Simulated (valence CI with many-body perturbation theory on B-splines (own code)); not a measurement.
## Forbidden lines of Sn XXX

Level of theory: configuration interaction combined with many-body perturbation theory (CI+MBPT): three valence electrons over a frozen Dirac-Fock core [Ar], radial functions for each j: 7 s, 7 p, 8 d, 6 f, 4 g, 1 h, with the one-electron correlation potential Σ1, the two-electron term Σ2, the three-electron term Σ3, Breit, model QED; selected CI, second order for the rest, scaled by the run's own slope (own B-spline code, finite nucleus).

The last digits are not significant, and no measured levels were compared; by estimate large intervals hold to a few tenths of a per cent, small ones and those within an open d or f shell to about a per cent. Only levels of the ground parity were solved; by the run's estimate the other parity begins above the list, which can be wrong where configurations are misplaced.

Lines 1 to 50 of 69 in falling wavelength, among levels below 415720 cm⁻¹, chosen from the decays that carry over 1 % of a level's rate. Wavelengths and rates use the calculated energies. Weak lines are less certain than strong ones. Lines between different terms over intervals too small for the method are left out, as are lines whose strength nearly cancels. The highest levels of a list are the least certain. Branching is blank where the lifetime is uncertain.

Names give the largest LS component (configuration and term), which can be under half, so a name can repeat, a term be missing and a line seem to break the LS rules; names also repeat where a configuration has a term twice. Letters in brackets count levels of one name in rising energy.

```
λ vac (Å)           Upper           Lower  Type   A (s⁻¹)  Branch %
     6479  3d³ ²G_9/2 [a]      3d³ ⁴F_7/2    M1  5.40e+01     100.0
     5823      3d³ ⁴P_1/2      3d³ ⁴P_3/2    M1  1.30e+02       6.2
     2962      3d³ ⁴F_7/2      3d³ ⁴F_5/2    M1  1.15e+03     100.0
     2498  3d³ ²D_5/2 [a]  3d³ ²D_3/2 [a]    M1  5.54e+02       4.3
     2300      3d³ ⁴P_3/2      3d³ ⁴F_5/2    M1  4.98e+02       7.0
     2133  3d³ ²G_9/2 [b]     3d³ ²H_11/2    M1  4.08e+02          
     2059     3d³ ²H_11/2      3d³ ²H_9/2    M1  7.41e+02      15.6
     1911      3d³ ²P_3/2  3d³ ²D_5/2 [a]    M1  2.95e+02       1.1
     1833      3d³ ⁴F_5/2      3d³ ⁴F_3/2    M1  5.53e+03     100.0
     1558  3d³ ²D_5/2 [a]      3d³ ⁴P_5/2    M1  3.94e+02       3.1
     1557      3d³ ²F_5/2  3d³ ²D_3/2 [a]    M1  1.17e+02       1.2
     1465      3d³ ²H_9/2  3d³ ²G_9/2 [a]    M1  5.46e+03      55.0
     1349  3d³ ²D_5/2 [a]      3d³ ²G_7/2    M1  3.00e+02       2.3
     1338      3d³ ²G_7/2      3d³ ⁴F_7/2    M1  3.62e+03      21.9
     1334      3d³ ⁴P_5/2      3d³ ⁴P_3/2    M1  3.81e+03      72.0
     1234      3d³ ²P_3/2      3d³ ²P_1/2    M1  4.11e+03      14.9
     1220  3d³ ²D_3/2 [a]      3d³ ⁴P_1/2    M1  2.57e+03       8.6
     1195      3d³ ²H_9/2      3d³ ⁴F_7/2    M1  4.45e+03      44.9
     1181      3d³ ⁴P_5/2      3d³ ⁴F_7/2    M1  4.63e+02       8.8
     1131      3d³ ²F_5/2      3d³ ⁴P_5/2    M1  3.64e+03      37.9
     1083      3d³ ²P_3/2  3d³ ²D_3/2 [a]    M1  7.51e+03      27.3
     1072      3d³ ²P_1/2      3d³ ⁴P_1/2    M1  1.43e+04      94.7
     1048  3d³ ²G_9/2 [b]      3d³ ²H_9/2    M1  1.05e+04          
     1028  3d³ ²D_3/2 [b]      3d³ ²P_3/2    M1  7.44e+02       2.5
     1026      3d³ ²F_7/2      3d³ ⁴P_5/2    M1  2.30e+02       2.6
     1020      3d³ ⁴P_3/2      3d³ ⁴F_3/2    M1  6.67e+03      93.0
     1017      3d³ ²F_5/2      3d³ ²G_7/2    M1  6.84e+02       7.1
     1009  3d³ ²D_3/2 [a]      3d³ ⁴P_3/2    M1  1.45e+04      48.9
    958.0  3d³ ²G_9/2 [b]      3d³ ²G_7/2    M1  1.20e+04          
    931.3      3d³ ²F_7/2      3d³ ²G_7/2    M1  1.86e+03      20.6
    921.7      3d³ ²G_7/2      3d³ ⁴F_5/2    M1  1.29e+04      78.0
    907.4  3d³ ²D_5/2 [b]      3d³ ²P_3/2    M1  8.94e+02       1.7
    905.5      3d³ ²P_1/2      3d³ ⁴P_3/2    M1  3.80e+02       2.5
    868.0      3d³ ⁴P_1/2      3d³ ⁴F_3/2    M1  1.96e+03      93.6
    858.2      3d³ ²P_3/2      3d³ ⁴P_5/2    M1  8.83e+03      32.1
    856.2     3d³ ²H_11/2  3d³ ²G_9/2 [a]    M1  4.02e+03      84.4
    844.3      3d³ ⁴P_5/2      3d³ ⁴F_5/2    M1  6.90e+02      13.0
    797.7  3d³ ²D_3/2 [b]      3d³ ²F_5/2    M1  4.73e+03      15.9
    773.4  3d³ ²D_5/2 [b]      3d³ ²F_7/2    M1  5.77e+03      10.9
    722.9  3d³ ²D_5/2 [b]      3d³ ²F_5/2    M1  1.43e+04      27.0
    718.6  3d³ ²D_5/2 [a]      3d³ ⁴P_3/2    M1  1.88e+03      14.6
    701.2  3d³ ²D_3/2 [a]      3d³ ⁴F_5/2    M1  1.02e+04      34.3
    671.7  3d³ ²D_5/2 [a]      3d³ ⁴F_7/2    M1  7.84e+03      60.7
    668.6  3d³ ²D_3/2 [b]  3d³ ²D_5/2 [a]    M1  1.00e+04      33.7
    612.1      3d³ ²F_5/2      3d³ ⁴P_3/2    M1  2.54e+03      26.5
    600.0      3d³ ²F_7/2  3d³ ²G_9/2 [a]    M1  4.15e+03      46.0
    578.0      3d³ ⁴P_5/2      3d³ ⁴F_3/2    M1  3.27e+02       6.2
    577.8      3d³ ²F_5/2      3d³ ⁴F_7/2    M1  6.15e+02       6.4
    560.9  3d³ ²D_3/2 [b]      3d³ ²P_1/2    M1  2.21e+03       7.4
    558.3  3d³ ²G_9/2 [b]      3d³ ⁴F_7/2    M1  1.43e+03
```
